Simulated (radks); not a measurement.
Problem. Species: I8+. Configuration: [Kr] 4d9. Method: scalar-relativistic Kohn-Sham, LDA (Slater exchange, Perdew-Wang correlation), spin-unpolarised, spherical densities, finite nucleus; Fermi nuclear charge, rms radius 4.75 fm; computed with a radial shooting solver on a logarithmic mesh with Libxc functionals. Some entries of the table are withheld. Estimate them.

| orbital | occ. | eigenvalue (eV) | <r^2> (bohr^2) | <1/r> (bohr^-1) |
|---|---|---|---|---|
| 1s | 2 | -33068.06 | (1) | 56.78 |
| 2s | 2 | -5212.599 | (2) | 13.01 |
| 2p | 6 | (3) | 0.01283 | 12.45 |
| 3s | 2 | -1146.849 | 0.1130 | 4.663 |
| 3p | 6 | -978.6871 | 0.1131 | 4.437 |
| 3d | 10 | -726.1537 | 0.09846 | (4) |
| 4s | 2 | (5) | 0.6054 | 1.910 |
| 4p | 6 | (6) | 0.6894 | 1.759 |
| 4d | 9 | -163.3670 | 0.8854 | 1.508 |

Solution. 
(1) 1s <r^2> (bohr^2): 0.001006
(2) 2s <r^2> (bohr^2): 0.01622
(3) 2p eigenvalue (eV): -4693.929
(4) 3d <1/r> (bohr^-1): 4.202
(5) 4s eigenvalue (eV): -295.8451
(6) 4p eigenvalue (eV): -242.3179
